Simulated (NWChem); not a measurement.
System: sulfur tetrafluoride (SF$_{4}$); SMILES FS(F)(F)F

```xyz
5

F      1.2205     0.0000     0.6180
S      0.0000     0.0000    -0.3866
F      0.0000    -1.6542    -0.2744
F      0.0000     1.6542    -0.2744
F     -1.2205     0.0000     0.6180
```
Atoms are numbered in this order, from 1.

Computed with NWChem. Medium grid unless said otherwise, to which SCAN and Minnesota functionals are sensitive. Coordinates come from a PBE0/def2-SVP optimisation.

**Question.** Order these by “dipole (D)”, lowest first: PBE0/def2-TZVPD; Hartree-Fock/def2-TZVPD; TPSS/def2-TZVPD; CAM-B3LYP/def2-TZVPD.

**Answer.** TPSS/def2-TZVPD (0.66), PBE0/def2-TZVPD (0.75), CAM-B3LYP/def2-TZVPD (0.83), Hartree-Fock/def2-TZVPD (0.96)
